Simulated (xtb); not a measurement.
C₆H₁₃O (SMILES [CH2]C(C)CC(C)O), doublet, at a GFN2-xTB geometry. Base run: GFN2-xTB (xtb).

Geometry (Å):
```xyz
20

C     -1.3854    -1.2461    -1.1583
C     -1.2816    -0.7816     0.2374
C     -2.0667     0.5060     0.4738
C      0.1969    -0.6442     0.6648
C      0.9983     0.3099    -0.2276
C      2.4899    -0.0268    -0.1955
O      0.7742     1.6303     0.2297
H     -0.8003    -2.0814    -1.4929
H     -2.0763    -0.7971    -1.8433
H     -1.7035    -1.5591     0.9018
H     -3.1070     0.3729     0.1853
H     -2.0294     0.7849     1.5238
H     -1.6408     1.3192    -0.1054
H      0.2480    -0.2735     1.6890
H      0.6625    -1.6299     0.6266
H      0.6283     0.2094    -1.2642
H      3.0529     0.6759    -0.8091
H      2.6609    -1.0291    -0.5783
H      2.8606     0.0308     0.8257
H      1.3426     2.2306    -0.2643
```
Charge 0, spin multiplicity 2.
All else is at xtb's defaults.
Base energy -23.45408 Eh.

Each row names what was changed in the base input (with any setting that the change needs).

```csv
change,ΔE vs base (mEh),dipole (D),SCF cycles
base,0.000,1.55,10
etemp = 3000,-0.099,1.57,10
acc = 0.1,0.000,1.55,11
etemp = 5000,-1.534,1.69,10
alpb = ch2cl2,-10.828,1.65,10
```

ALPB and GBSA are two models with their own fitted parameters for each solvent, which aren't always the measured dielectric constant.
